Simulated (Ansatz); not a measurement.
Worked example: C2H8O2Sn → C2H6O2Sn + H2

Gas-phase species: C2H8O2Sn `C[O][SnH2][O]C`, singlet; C2H6O2Sn `C[O][Sn][O]C`, singlet; H2, singlet. This is a balance of energies; it says nothing on the path, which may need atoms to shift.

Shapes, held fixed at every level: PBE0-D4/def2-TZVP. Flexible molecules stand in one conformer, not always the lowest. Programs: Ansatz 0.2.0. The zero-point and thermal change to 298 K, harmonic and unscaled (PBE0-D4/def2-TZVP), is -4.5 kJ/mol.

At CCSD(T)/def2-TZVPP; 1 Eh = 2625.50 kJ/mol:

| species | energy (Eh) |
| --- | --- |
| C2H8O2Sn | -444.786421 |
| C2H6O2Sn | -443.620520 |
| H2 | -1.172332 |

Problem. Work out ΔH(298 K) of the reaction at this level.

Solution. 
1. Products less reactants: (-443.620520) + (-1.172332) − [(-444.786421)] = -0.006431 Eh = -16.9 kJ/mol.
2. With the thermal change: -16.9 + (-4.5) = -21.4 kJ/mol.

Other levels give -48.6 (PBE-D4/def2-TZVPP) to -10.8 kJ/mol (HF/def2-TZVPP). No measured value is set beside it here. For atoms past krypton def2 sets carry core potentials with scalar relativity. Outer-core shells of Sn are correlated, in sets that cover them unevenly.
